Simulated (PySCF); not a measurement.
# Pb²⁺: excitation energy

Pb²⁺ [Xe] 4f14 5d10 6s2 (1S) → Pb²⁺ [Xe] 4f14 5d10 6s1 7s1 (3S), as a difference of total energies. Calculation: PySCF 2.14, in aug-cc-pwCVTZ-DK3 with one added diffuse shell each of s, d, f type (12s10p9d6f1g, 138 functions); the spin-free X2C one-electron Hamiltonian (Gaussian nucleus). The calculations carry no spin-orbit coupling.

```csv
method,excitation energy (eV)
UHF,16.881
r2SCANh,18.362
BLYP,18.695
```

The promoted electron is Rydberg-like, and one or two diffuse shells describe it only roughly, which tends to raise the upper state.
